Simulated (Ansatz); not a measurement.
Be3Se3, relaxed as a singlet with RKS PBE0-D4/def2-SVP in Ansatz, starting from the GFN2-xTB geometry. Force threshold 0.02 eV/Å.

The structure comes from a short search, and lower isomers may exist.

Start:

```xyz
6

Be   -0.804    0.039   -1.409
Be   -0.416    1.006    1.199
Be    1.224   -1.038    0.205
Se   -1.703    1.447   -0.285
Se    1.118   -0.055    1.958
Se    0.581   -1.400   -1.668
```

| step | energy (eV) | largest force component (eV/Å) | SCF passes |
| --- | --- | --- | --- |
| 1 | -197209.3441 | 1.124 | 14 |
| 2 | -197209.6862 | 0.349 | 23 |
| 3 | -197209.7074 | 0.016 | 19 |

Force components are those of the run's own axes.

End:

```
atom    x (Å)    y (Å)    z (Å)
 Be1  -0.7232   0.0338  -1.2643
 Be2  -0.3765   0.9036   1.0790
 Be3   1.1001  -0.9366   0.1849
 Se4  -1.7559   1.4952  -0.2952
 Se5   1.1543  -0.0540   2.0176
 Se6   0.6011  -1.4420  -1.7221
```

By distances, no bond broke or formed. The bond that changes most is Be3–Se5, from 2.01 to 2.03 Å (atoms count from 1).

No frequencies were taken in this run, so the end may be a saddle point.

Hardware: 4 threads of Intel Xeon Platinum 8375C on a shared host. Wall time 11 s.
